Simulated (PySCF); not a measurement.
## Hg²⁺ (mercury, charge +2) across methods

[Xe] 4f14 5d10, closed-shell 1S. All numbers are calculated (PySCF 2.14, scalar relativity through the core potential, in aug-cc-pwCVDZ-PP with ECP60MDF). The B2PLYP total includes its PT2 part (frozen core); its orbital energies are those of the SCF part.

```json
{"method": "LDA", "E (hartree)": "-152.1713", "mean ε 5s (eV)": "-136.38", "mean ε 5p (eV)": "-86.029", "mean ε 5d (eV)": "-28.995", "Σ⟨r²⟩ (bohr²)": "34.08", "⟨S²⟩": "0.000"}
{"method": "r2SCANh", "E (hartree)": "-152.4749", "mean ε 5s (eV)": "-140.69", "mean ε 5p (eV)": "-89.258", "mean ε 5d (eV)": "-29.754", "Σ⟨r²⟩ (bohr²)": "33.55", "⟨S²⟩": "0.000"}
{"method": "B2PLYP", "E (hartree)": "-152.2395", "mean ε 5s (eV)": "-147.39", "mean ε 5p (eV)": "-94.508", "mean ε 5d (eV)": "-32.336", "Σ⟨r²⟩ (bohr²)": "33.64", "⟨S²⟩": "0.000"}
{"method": "UHF", "E (hartree)": "-151.59874", "mean ε 5s (eV)": "-156.69", "mean ε 5p (eV)": "-101.61", "mean ε 5d (eV)": "-35.179", "Σ⟨r²⟩ (bohr²)": "33.38", "⟨S²⟩": "0.000"}
{"method": "HSE06", "E (hartree)": "-152.4331", "mean ε 5s (eV)": "-141.23", "mean ε 5p (eV)": "-89.723", "mean ε 5d (eV)": "-30.206", "Σ⟨r²⟩ (bohr²)": "33.69", "⟨S²⟩": "0.000"}
{"method": "BLYP", "E (hartree)": "-152.4055", "mean ε 5s (eV)": "-136.30", "mean ε 5p (eV)": "-85.954", "mean ε 5d (eV)": "-28.646", "Σ⟨r²⟩ (bohr²)": "34.01", "⟨S²⟩": "0.000"}
{"method": "PBE", "E (hartree)": "-152.4560", "mean ε 5s (eV)": "-136.27", "mean ε 5p (eV)": "-85.973", "mean ε 5d (eV)": "-28.762", "Σ⟨r²⟩ (bohr²)": "33.88", "⟨S²⟩": "0.000"}
{"method": "r2SCAN", "E (hartree)": "-152.4924", "mean ε 5s (eV)": "-138.87", "mean ε 5p (eV)": "-87.828", "mean ε 5d (eV)": "-29.028", "Σ⟨r²⟩ (bohr²)": "33.58", "⟨S²⟩": "0.000"}
```

(1) Estimate the same row for PBE0.

Energies and moments cover only the electrons outside the core potential. Spin-orbit coupling, which splits the p, d and f shells strongly at this Z, is absent.

## Answers

(1) E (hartree) = -152.4370; mean ε 5s (eV) = -141.66; mean ε 5p (eV) = -90.145; mean ε 5d (eV) = -30.629; Σ⟨r²⟩ (bohr²) = 33.68; ⟨S²⟩ = 0.000.
